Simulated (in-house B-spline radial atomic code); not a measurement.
# RPA and G0W0 on PBE0: Zn

Configuration [Ar] 3d10 4s2, mean-field start PBE0. Computed with a B-spline radial code for spherical atoms: all electrons, scalar-relativistic (spin-free one-electron X2C), finite nucleus, each spin shell either full or empty, empty states to l = 9 with an (l + 1/2)⁻⁴ tail; G0W0 by contour deformation at full frequency.

Command:
```bash
python run_gw.py task.json out
```
Settings (radii: box in bohr, nucleus in fm):
```
Z                        30
electrons                30
configuration            [Ar] 3d10 4s2
hamiltonian              x2c
method                   pbe0
lmax                     9
rms_radius               3.9283
spin_polarised           False
box_radius               40
intervals                73
ion_configuration        [Ar] 3d10 4s1
```

Cost of the run: 7.5 s on 1 thread of Arm Neoverse V1 (shared host).

Energies (hartree):

```
                                     term        value
                         mean-field total  -1795.71858
Hartree-Fock functional on these orbitals  -1794.29124
                      direct second order      -2.7828
                    second-order exchange      0.79152
                         SOSEX correction      0.69509
```

(1) What is the RPA correlation energy, and what remains with SOSEX?

Quasi-particle levels (eV):

| level | occupied | mean field | Σx - vxc | Σc | QP weight | G0W0 |
| --- | --- | --- | --- | --- | --- | --- |
| 4s | yes | -6.700 | -1.49 | ? | ? | ? |
| 4p | no | -0.553 | 1.99 | -0.74 | 0.944 | 0.701 |

G0W0 = mean field + (Σx - vxc) + Σc, with Σc (partial-wave tail included) taken at the quasi-particle energy. Only the outer levels were computed. Levels of low weight are left out. An empty level above zero is unbound and depends on the box.

(2) Where does G0W0 put 4s?

(3) What does it cost to remove one electron (to [Ar] 3d10 4s1) by differences of total energies, each species on its own start (correlation terms add to the Hartree-Fock functional)?

Results:

(1) RPA gives -2.2422 hartree (-2.03 eV per electron); RPA + SOSEX gives -1.5471, and the second-order doubles -1.9913 hartree (no singles). SOSEX takes back 31 % of the RPA value.

(2) At -9.436 eV, with Σc = -1.25 eV and a quasi-particle weight of 0.883. The tabulated removal energy is 9.394 eV (NIST, measured); the calculation leaves out spin-orbit coupling, Breit and QED terms, and what these don't explain is the method's own error.

(3) PBE0 9.270 eV, Hartree-Fock functional 7.649 eV, + RPA 9.570 eV, + RPA + SOSEX 9.119 eV, + second order 10.355 eV. Tabulated: 9.394 eV (NIST, measured); the calculation leaves out spin-orbit coupling, Breit and QED terms, and what these don't explain is the method's own error.
